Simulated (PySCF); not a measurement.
An unknown is described by computed data only.

Formula: C6H4F3O3P.

| Quantity | Value |
| --- | --- |
| 13C NMR | chemical shifts (computed TMS as zero) by class: 194.5 (1 C), 164.7 (1 C), 157.5 (1 C), 148.2 (1 C), 132.9 (1 C), 53.4 (1 C) ppm [GIAO PBE0/pcSseg-1] |
| Rotational structure | rotational constants A, B, C: 1.903, 0.350, 0.312 GHz [GFN2-xTB] |
| 1H NMR | chemical shifts (computed TMS as zero) by class: 8.57 (1 H), 4.14 (3 H) ppm [GIAO PBE0/pcSseg-1] |
| Dipole | 1.64 D [PBE0/pcSseg-1] |
| NMR, other nuclei | isotropic shieldings of nuclei other than C and H, by class: -76 (1 O), -12 (1 O), 159 (1 O), 242 (3 F), 129 (1 P) ppm [GIAO PBE0/pcSseg-1] |

Gas-phase values; electronic properties from PySCF, density fitting. Levels stand in brackets. The structure is a single GFN2-xTB conformer in the gas phase; no vibrational or solvent corrections. GFN2-xTB frequencies show an imaginary mode (23i cm⁻¹), so this geometry is no minimum at that level. NMR classes are plain means over equivalent atoms (diastereotopic ones count apart unless rotation or inversion swaps them), as if these changed places fast.

Task: What is the compound? Reason from the data.

Result: Numbering: `[CH3:1][O:2][C:3](=[O:4])[c:5]1[o:6][cH:7][c:8]([C:9]([F:10])([F:11])[F:12])[p:13]1`. 6 carbons fall into 6 classes; from least to most shielded: substituted aromatic carbon [C5] (194.5 ppm), ester carbonyl carbon [C3] (164.7 ppm), aromatic CH next to a ring oxygen [C7] (157.5 ppm), substituted aromatic carbon [C8] (148.2 ppm), CF3 carbon [C9] (132.9 ppm), methoxy carbon [C1] (53.4 ppm). Hydrogen classes from least to most shielded: 1 H on an aromatic CH next to a ring oxygen, C7 (8.57 ppm), 3 H on a methoxy carbon, C1 (4.14 ppm, a mean of values up to 0.8 ppm apart in this geometry). The other shieldings belong to: -76 ppm, ester carbonyl oxygen [O4]; -12 ppm, furan-type oxygen [O6]; 159 ppm, ester single-bonded oxygen [O2]; 242 ppm, fluorine of a CF3 group [F10/F11/F12]; 129 ppm, phosphorus bonded to 2 C [P13]. By its constants the optimised geometry is an asymmetric top. Structure: `COC(=O)C1=PC(C(F)(F)F)=CO1`. The assignments are read from this structure; whether some other isomer fits the data as well wasn't checked.

Shape of the structure used: `[CH3:1][O:2][C:3](=[O:4])[c:5]1[o:6][cH:7][c:8]([C:9]([F:10])([F:11])[F:12])[p:13]1`: C1–O2–C3–O4 1°, O2–C3–C5–O6 -179°, C7–C8–C9–F10 117°.
